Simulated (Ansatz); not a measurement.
A nudged elastic band was laid between two geometries of AlClH4O2S (9 atoms, charge 0, multiplicity 1).

All numbers below come from RKS PBE/def2-SVP in Ansatz 0.2.0.

```yaml
movable_images: 7
climbing_image: yes
spring: 5.0 eV/Å²
optimiser: quadratic models (default)
start_path: through a guess of the saddle point
force_threshold: 0.05 eV/Å
iteration_limit: 60
end_points: relaxed
```

First end point:

```xyz
9
Properties=species:S:1:pos:R:3
Al -0.120 0.114 0.282
O -0.571 -0.198 1.941
H -0.760 -1.096 2.258
O 1.515 -0.235 -0.157
H 1.747 -0.401 -1.084
Cl -1.622 0.005 -1.232
S 0.039 2.530 1.031
H 1.387 2.387 1.183
H -0.230 1.814 2.178
```

Last end point:

```xyz
9
Properties=species:S:1:pos:R:3
Al 0.101 0.553 0.159
O -0.322 -0.190 1.975
H -1.234 -0.553 1.943
O 1.655 -0.014 -0.307
H 1.783 -0.750 -0.924
Cl -1.686 -0.183 -0.783
S 0.053 2.667 0.902
H 1.413 2.711 0.985
H -0.379 0.678 2.451
```

Question: Which bonds break or form, and what moves?

Answer: Bonds broken: S7–H9. Bonds formed: O2–H9.

Question: What energy profile does the band end with?

Answer: It converged. The highest image is number 3 of 0 to 8, 0.062 eV above the first end and 0.418 eV above the last; the last end lies 0.356 eV below the first. A vibrational analysis at the climbing image gives one clearly imaginary mode, 467i cm⁻¹: a first-order saddle point. The orbitals stay closed-shell, which can raise the energy where a bond breaks towards radicals; this wasn't checked here.

```
image  path coordinate (Å)  energy (eV)  S7–H9 (Å)  O2–H9 (Å)
    0                 0.00        0.000       1.38       2.05
    1                 0.33        0.008       1.39       1.92
    2                 0.65        0.028       1.42       1.74
    3                 0.98        0.062       1.54       1.42
    4                 1.31       -0.126       1.86       1.11
    5                 1.65       -0.309       2.22       1.01
    6                 1.98       -0.349       2.47       1.00
    7                 2.31       -0.355       2.59       0.99
    8                 2.64       -0.356       2.56       0.99
```

Question: What is the geometry of the highest image?

Answer: 
```xyz
9
Properties=species:S:1:pos:R:3
Al 0.002 0.195 0.208
O -0.327 -0.115 1.963
H -1.065 -0.654 2.300
O 1.591 -0.281 -0.245
H 1.846 -0.366 -1.176
Cl -1.673 -0.098 -1.073
S -0.002 2.491 1.069
H 1.331 2.441 1.355
H -0.319 1.307 2.000
```

Question: What are the harmonic wavenumbers there?

Answer: 467i, 89, 146, 175, 203, 246, 261, 336, 384, 478, 512, 563, 607, 701, 784, 885, 1180, 1460, 2613, 3758, 3821 cm⁻¹.

The band took 14 iterations and about 6 core-minutes.

Run time: 3.2 min on 2 threads of Arm Neoverse V1 (shared host), peak memory 0.14 GiB.
